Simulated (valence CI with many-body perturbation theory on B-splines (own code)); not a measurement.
## E1 line list for Ca¹³⁺

Calculated by configuration interaction combined with many-body perturbation theory (CI+MBPT): five valence electrons over a frozen Dirac-Fock core [He], a basis of 9 s, 9 p, 8 d, 6 f, 3 g, 1 h functions for each j, with the one-electron correlation potential Σ1, the two-electron term Σ2, the three-electron term Σ3, Breit, model QED; selected CI, second order for the rest (own B-spline code, finite nucleus).

No measured spectrum was set against this ion. As an estimate, levels of excited configurations hold to 0.05 to 0.15 % of their energy, terms of the ground configuration to about 0.5 %. Among the levels kept, up to 1900 cm⁻¹ of a level comes from second order outside the variational space, and about a tenth of that is noise between levels of different J, which matters for small intervals.

Lines 201 to 250 of 278 in falling wavelength, among levels below 38.900 Ry, chosen from the strongest by gf and those to the six lowest levels. Wavelengths and rates use the calculated energies, so an error of 400 cm⁻¹ moves a line at 2.497 nm by 0.01 % and its rate by three times that or more. Electric multipoles are in the length gauge, E1 and E2 with the static RPA response of the core. Weak lines are less certain than strong ones. Lines between different terms over intervals too small for the method are left out, as are lines whose strength nearly cancels. Where a level lies close to another of its J and parity, the split of strength between their lines is uncertain. The highest levels of a list are the least certain.

Names give the largest LS component (configuration and term), which can be under half, so a name can repeat, a term be missing and a line seem to break the LS rules; names also repeat where a configuration has a term twice. Letters in brackets count levels of one name in rising energy.

```
λ vac (nm)                Upper           Lower   A (s⁻¹)  S (a.u.)
     2.497  2s²2p²3d ²P_3/2 [a]  2s²2p³ ²D°_3/2  2.56e+11  7.88e-03
     2.497       2s2p³3p ⁶P_3/2  2s²2p³ ²P°_3/2  1.97e+09  6.04e-05
     2.496  2s²2p²3d ²D_5/2 [a]  2s²2p³ ²P°_3/2  4.97e+11  2.29e-02
     2.495       2s2p³3p ⁶P_5/2  2s²2p³ ²P°_3/2  7.16e+09  3.29e-04
     2.495      2s²2p²3d ⁴D_1/2  2s²2p³ ²D°_3/2  4.53e+10  6.95e-04
     2.494      2s²2p²3d ⁴D_3/2  2s²2p³ ²D°_5/2  9.08e+10  2.78e-03
     2.493      2s²2p²3d ⁴D_5/2  2s²2p³ ²D°_3/2  1.11e+11  5.10e-03
     2.493      2s²2p²3d ⁴D_7/2  2s²2p³ ²D°_5/2  1.83e+10  1.12e-03
     2.491  2s²2p²3d ²D_3/2 [a]  2s²2p³ ²P°_1/2  1.87e+12  5.69e-02
     2.490  2s²2p²3d ²F_5/2 [a]  2s²2p³ ²D°_5/2  1.20e+11  5.48e-03
     2.490       2s2p³3p ⁶P_3/2  2s²2p³ ²P°_1/2  4.01e+09  1.22e-04
     2.489      2s²2p²3d ⁴D_3/2  2s²2p³ ²D°_3/2  4.76e+11  1.45e-02
     2.485  2s²2p²3d ²F_5/2 [a]  2s²2p³ ²D°_3/2  6.79e+11  3.09e-02
     2.481      2s²2p²3d ⁴P_5/2  2s²2p³ ²D°_5/2  1.01e+11  4.55e-03
     2.479  2s²2p²3d ²P_1/2 [a]  2s²2p³ ²D°_3/2  8.94e+10  1.34e-03
     2.477      2s²2p²3d ⁴P_3/2  2s²2p³ ²D°_5/2  4.54e+10  1.36e-03
     2.476      2s²2p²3d ⁴P_5/2  2s²2p³ ²D°_3/2  5.28e+09  2.37e-04
     2.475  2s²2p²3d ²F_7/2 [a]  2s²2p³ ²D°_5/2  9.57e+11  5.73e-02
     2.474  2s²2p²3d ²D_5/2 [b]  2s²2p³ ²P°_3/2  7.39e+11  3.31e-02
     2.469  2s²2p²3d ²D_3/2 [b]  2s²2p³ ²P°_1/2  1.61e+12  4.79e-02
     2.464  2s²2p²3d ²F_5/2 [b]  2s²2p³ ²P°_3/2  3.08e+12  1.36e-01
     2.463       2s2p³3p ⁴P_5/2  2s²2p³ ²P°_3/2  6.67e+11  2.95e-02
     2.463       2s2p³3p ⁴P_3/2  2s²2p³ ²P°_3/2  9.85e+09  2.90e-04
     2.463  2s²2p²3d ²P_1/2 [b]  2s²2p³ ²P°_3/2  1.62e+11  2.39e-03
     2.462       2s2p³3p ⁴P_1/2  2s²2p³ ²P°_3/2  3.11e+09  4.58e-05
     2.457  2s²2p²3d ²P_3/2 [b]  2s²2p³ ²P°_3/2  3.47e+12  1.02e-01
     2.456  2s²2p²3d ²P_1/2 [b]  2s²2p³ ²P°_1/2  2.13e+12  3.12e-02
     2.455       2s2p³3p ⁴P_1/2  2s²2p³ ²P°_1/2  1.11e+11  1.62e-03
     2.455  2s²2p²3d ²D_3/2 [a]  2s²2p³ ²D°_5/2  3.77e+11  1.10e-02
     2.454      2s²2p²3d ²S_1/2  2s²2p³ ²P°_3/2  2.32e+12  3.38e-02
     2.453  2s²2p²3d ²D_5/2 [a]  2s²2p³ ²D°_5/2  2.01e+12  8.78e-02
     2.452       2s2p³3p ⁶P_5/2  2s²2p³ ²D°_5/2  1.61e+10  7.02e-04
     2.451  2s²2p²3d ²P_3/2 [b]  2s²2p³ ²P°_1/2  4.25e+11  1.24e-02
     2.450  2s²2p²3d ²D_3/2 [a]  2s²2p³ ²D°_3/2  5.28e+11  1.53e-02
     2.450       2s2p³3p ⁶P_7/2  2s²2p³ ²D°_5/2  9.35e+08  5.43e-05
     2.449  2s²2p²3d ²D_5/2 [a]  2s²2p³ ²D°_3/2  2.44e+12  1.06e-01
     2.448       2s2p³3p ⁶P_5/2  2s²2p³ ²D°_3/2  3.10e+10  1.34e-03
     2.448      2s²2p²3d ²S_1/2  2s²2p³ ²P°_1/2  6.06e+11  8.77e-03
     2.447      2s²2p²3d ⁴F_3/2  2s²2p³ ⁴S°_3/2  3.41e+10  9.86e-04
     2.443      2s²2p²3d ²G_7/2  2s²2p³ ²D°_5/2  5.47e+11  3.15e-02
     2.443      2s²2p²3d ⁴F_5/2  2s²2p³ ⁴S°_3/2  1.05e+11  4.55e-03
     2.433  2s²2p²3d ²D_3/2 [b]  2s²2p³ ²D°_5/2  4.59e+11  1.31e-02
     2.433  2s²2p²3d ²P_3/2 [a]  2s²2p³ ⁴S°_3/2  2.99e+11  8.49e-03
     2.432  2s²2p²3d ²D_5/2 [b]  2s²2p³ ²D°_5/2  2.71e+12  1.15e-01
     2.431      2s²2p²3d ⁴D_1/2  2s²2p³ ⁴S°_3/2  1.15e+11  1.62e-03
     2.429      2s²2p²3d ⁴D_5/2  2s²2p³ ⁴S°_3/2  8.39e+11  3.56e-02
     2.429  2s²2p²3d ²D_3/2 [b]  2s²2p³ ²D°_3/2  3.02e+12  8.53e-02
     2.428  2s²2p²3d ²F_7/2 [b]  2s²2p³ ²D°_5/2  7.66e+12  4.33e-01
     2.428  2s²2p²3d ²D_5/2 [b]  2s²2p³ ²D°_3/2  2.81e+12  1.19e-01
     2.425      2s²2p²3d ⁴D_3/2  2s²2p³ ⁴S°_3/2  1.70e+11  4.79e-03
```
